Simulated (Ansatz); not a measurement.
`C=C[SiH](O)[GeH2][OH]` + `N[SiH](O)O` → `[OH][GeH2][NH][SiH](O)O` + `C=C[SiH2]O`  (cleavage of the Ge–Si bond)

Program: Ansatz. Geometries: PBE0-D4/def2-TZVP. ΔE: electronic, gas phase. CCSD(T)/CBS adds triple-zeta CCSD(T) − MP2 to the extrapolated MP2 energy (def2 sets, frozen cores). This one scheme is used for every species. For Ge outer-core shells are correlated without core-valence functions, which leaves a few kJ/mol of doubt a bond. Scalar relativity is left out up to krypton. One conformer a species, not always the lowest.

`C=C[SiH](O)[GeH2][OH]`:

Cartesian coordinates in Å:
```
C 2.050 -1.140 0.386
C 0.884 -1.403 0.970
Si -0.759 -0.773 0.374
O -1.590 0.041 1.540
Ge -0.538 0.895 -1.328
O -1.059 2.263 -0.264
H 2.987 -1.550 0.753
H 2.124 -0.500 -0.489
H 0.888 -2.050 1.848
H -1.586 -1.928 -0.066
H -1.599 0.997 1.406
H 0.862 1.230 -1.891
H -1.510 0.817 -2.527
H -1.154 3.103 -0.714
```

`N[SiH](O)O`:

Cartesian coordinates in Å:
```
N -0.550 0.824 -0.775
Si 0.496 -0.284 0.011
O -0.280 -1.727 0.060
O 0.892 0.371 1.460
H -0.314 1.804 -0.795
H -1.014 0.552 -1.627
H 1.794 -0.588 -0.621
H -1.203 -1.718 0.318
H 0.181 0.765 1.969
```

`[OH][GeH2][NH][SiH](O)O`:

Cartesian coordinates in Å:
```
O -0.856 1.753 1.050
Ge 0.542 1.701 -0.080
N 0.529 0.075 -0.909
Si 0.255 -1.390 -0.062
O -0.985 -2.123 -0.853
O -0.029 -1.009 1.501
H -1.696 1.843 0.592
H 0.412 2.795 -1.152
H 1.732 1.866 0.864
H 0.370 0.086 -1.905
H 1.402 -2.324 -0.024
H -1.115 -3.057 -0.680
H -0.561 -0.217 1.659
```

`C=C[SiH2]O`:

Z-matrix (Å, degrees):
```
Si
C 1 1.857
O 1 1.649 2 111.4
H 1 1.491 2 108.7 3 122.7
H 1 1.484 2 111.0 3 -117.5
C 2 1.330 1 122.9 3 6.6
H 2 1.090 1 118.9 3 -173.1
H 3 0.958 1 117.3 2 72.7
H 6 1.087 2 121.4 1 0.7
H 6 1.086 2 122.4 1 -179.7
```

```csv
species,CCSD/CBS(def2) energy (Eh)
`C=C[SiH](O)[GeH2][OH]`,-2596.46336
`N[SiH](O)O`,-497.25378
`[OH][GeH2][NH][SiH](O)O`,-2649.76553
`C=C[SiH2]O`,-443.96242
```

Q: Work out ΔE.

A: ΔE = (-2649.76553) + (-443.96242) − (-2596.46336) − (-497.25378) = -0.01081 Eh = -28.4 kJ/mol. CCSD(T)/CBS gives -28.0 kJ/mol.

Largest T1 diagnostic among the species: 0.012.

In def2-TZVPP, CCSD(T) changes the Hartree–Fock value by +9.3 kJ/mol (the triples alone add +0.5 kJ/mol) and MP2 by +5.9 kJ/mol. From PBE to PBE0 (25 % exact exchange), in def2-TZVPP and without D4, ΔE moves by −6.0 kJ/mol.
